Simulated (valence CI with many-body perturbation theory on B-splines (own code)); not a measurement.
# E1 line list for Hf

Level of theory: relativistic CI+MBPT: four valence electrons over a frozen Dirac-Fock core [Xe] 4f14, radial functions for each j: 7 s, 7 p, 8 d, 6 f, 4 g, 1 h, with the one-electron correlation potential Σ1, the two-electron term Σ2, the three-electron term Σ3, Breit, model QED; selected CI, second order for the rest, scaled by the run's own slope (own B-spline code, finite nucleus).

Set against measurement, 28 paired levels are off by 252 cm⁻¹ on average, the worst by 727. These come from a selection out of the NIST Handbook of Basic Atomic Spectroscopic Data. Levels without a partner in it may be off by more, other configurations by 1,000 to 4,000 cm⁻¹. Among the levels kept, up to 870 cm⁻¹ of a level comes from second order outside the variational space, and about a tenth of that is noise between levels of different J, which matters for small intervals.

Lines 351 to 400 of 558 in falling wavelength, among levels below 45820 cm⁻¹, chosen from the strongest by gf and those to the six lowest levels. Wavelengths and rates use the calculated energies, so an error of 300 cm⁻¹ moves a line at 3475 Å by 1 % and its rate by three times that or more. Electric multipoles are in the length gauge, E1 and E2 with the static RPA response of the core. Weak lines are less certain than strong ones. Lines between different terms over intervals too small for the method are left out, as are lines whose strength nearly cancels. Where a level lies close to another of its J and parity, the split of strength between their lines is uncertain. The highest levels of a list are the least certain.

Names give the largest LS component (configuration and term), which can be under half, so a name can repeat, a term be missing and a line seem to break the LS rules; names also repeat where a configuration has a term twice. Letters in brackets count levels of one name in rising energy.

```
λ vac (Å)                Upper            Lower   A (s⁻¹)  log gf  Branch %
     3574  5d2 6s 6p 3D°_2 [b]     5d2 6s2 3P_1  2.99e+06   -1.54       3.8
     3573       5d2 6s 6d 5G_3  5d2 6s 6p 5G°_2  1.52e+07   -0.69      15.5
     3565         5d3 6p 5G°_6      5d3 6s 5F_5  1.45e+08    0.56      99.5
     3559       5d2 6s 6d 5H_3  5d2 6s 6p 5G°_2  7.17e+07   -0.02      64.3
     3554  5d2 6s 6p 3F°_4 [a]     5d2 6s2 3F_3  1.18e+07   -0.70      34.9
     3550         5d3 6p 5F°_3      5d3 6s 5F_4  3.95e+07   -0.28      22.2
     3547       5d 6s2 6d 3D_1  5d 6s2 6p 3D°_1  3.79e+07   -0.67      37.0
     3546  5d2 6s 6p 3G°_3 [b]     5d2 6s2 3F_2  1.94e+07   -0.59      67.5
     3539             5d4 3P_1  5d 6s2 6p 3D°_2  1.74e+07   -1.01      39.1
     3525     5d3 6p 5F°_2 [a]      5d3 6s 5F_3  4.09e+07   -0.42      26.6
     3520  5d2 6s 6p 3D°_1 [c]     5d2 6s2 1D_2  5.69e+06   -1.50       2.9
     3505  5d2 6s 6p 3D°_1 [a]     5d2 6s2 3F_2  1.94e+07   -0.97      59.6
     3502  5d2 6s 6p 3D°_1 [c]     5d2 6s2 3P_0  2.65e+07   -0.83      13.5
     3489         5d3 6p 5F°_1      5d3 6s 5F_2  4.87e+07   -0.57      27.1
     3485     5d3 6p 5F°_2 [b]      5d3 6s 5F_3  1.20e+07   -0.96      12.4
     3485  5d2 6s 6p 3P°_1 [b]     5d2 6s2 3P_2  2.60e+07   -0.85      15.8
     3475  5d2 6s 6p 3D°_3 [b]     5d2 6s2 3P_2  2.72e+07   -0.46       8.4
     3475       5d2 6s 7s 3F_3  5d 6s2 6p 1D°_2  3.01e+07   -0.42      42.6
     3475  5d2 6s 6p 3G°_3 [d]     5d2 6s2 1D_2  1.81e+07   -0.64       9.7
     3470  5d2 6s 6p 1D°_2 [a]     5d2 6s2 3F_3  5.52e+06   -1.30      10.8
     3438         5d3 6p 5F°_4      5d3 6s 5F_4  8.23e+07    0.12      48.3
     3437      5d2 6s 6p 5S°_2     5d2 6s2 3F_2  4.13e+06   -1.44      40.5
     3428       5d 6s 6p2 5F_4  5d 6s2 6p 3F°_3  1.83e+07   -0.54      33.2
     3426  5d2 6s 6p 3F°_3 [b]     5d2 6s2 3F_4  5.33e+06   -1.18      18.6
     3425      5d2 6s 6p 3H°_4     5d2 6s2 3F_4  6.09e+06   -1.02      45.6
     3420         5d3 6p 5F°_3      5d3 6s 5F_3  7.07e+07   -0.06      39.8
     3418             5d4 3H_4  5d 6s2 6p 3F°_3  1.38e+07   -0.66      71.1
     3416     5d3 6p 5F°_2 [a]      5d3 6s 5F_2  5.66e+07   -0.31      36.8
     3414         5d3 6p 5F°_1      5d3 6s 5F_1  8.89e+07   -0.33      49.5
     3412       5d2 6s 6d 5G_3  5d 6s2 6p 3D°_2  7.07e+06   -1.06       7.2
     3410  5d2 6s 6p 3P°_1 [a]     5d2 6s2 3P_0  1.21e+07   -1.20      26.7
     3400  5d2 6s 6p 5D°_2 [c]     5d2 6s2 3F_2  3.30e+06   -1.54      27.9
     3386  5d2 6s 6p 3D°_2 [c]     5d2 6s2 3P_1  6.05e+07   -0.28      22.7
     3379     5d3 6p 5F°_2 [b]      5d3 6s 5F_2  1.81e+07   -0.81      18.7
     3377  5d2 6s 6p 3F°_3 [a]     5d2 6s2 3F_2  1.68e+07   -0.70      46.9
     3371   5d 6s 6p2 5F_2 [b]  5d 6s2 6p 3F°_2  1.08e+07   -1.04      20.9
     3371      5d 6s2 7p 3F°_4      5d3 6s 5F_4  5.74e+06   -1.06      14.9
     3363  5d2 6s 6p 3D°_3 [c]     5d2 6s2 3P_2  1.07e+07   -0.90       9.8
     3344     5d3 6p 5F°_2 [a]      5d3 6s 5F_1  3.05e+07   -0.59      19.9
     3341             5d4 3G_3  5d 6s2 6p 1D°_2  8.01e+06   -1.03      27.5
     3339  5d2 6s 6p 3G°_3 [c]     5d2 6s2 3F_3  2.78e+07   -0.49      19.7
     3334  5d2 6s 6p 3F°_3 [c]     5d2 6s2 1D_2  2.50e+06   -1.54       1.2
     3333  5d2 6s 6p 3P°_2 [a]     5d2 6s2 3P_2  5.37e+07   -0.35      31.9
     3331  5d2 6s 6p 3D°_1 [d]     5d2 6s2 3P_1  2.49e+07   -0.90      10.0
     3328  5d2 6s 6p 3G°_4 [b]     5d2 6s2 3F_4  1.12e+07   -0.78      24.6
     3318         5d3 6p 5F°_3      5d3 6s 5F_2  4.66e+07   -0.27      26.3
     3316         5d3 6p 5F°_4      5d3 6s 5F_3  4.36e+07   -0.19      25.6
     3309     5d3 6p 5F°_2 [b]      5d3 6s 5F_1  1.07e+07   -1.05      11.1
     3299  5d2 6s 6p 3F°_4 [d]     5d2 6s2 1G_4  1.17e+07   -0.77      24.0
     3296         5d3 6p 5D°_2      5d3 6s 5F_3  9.89e+07   -0.09      50.5
```

How does gf follow from A for the line at 3438 Å?

gf = 1.4992 × (2J+1)_upper × A / σ², with σ = 29088 cm⁻¹ and 2J+1 = 9: gf = 1.31.
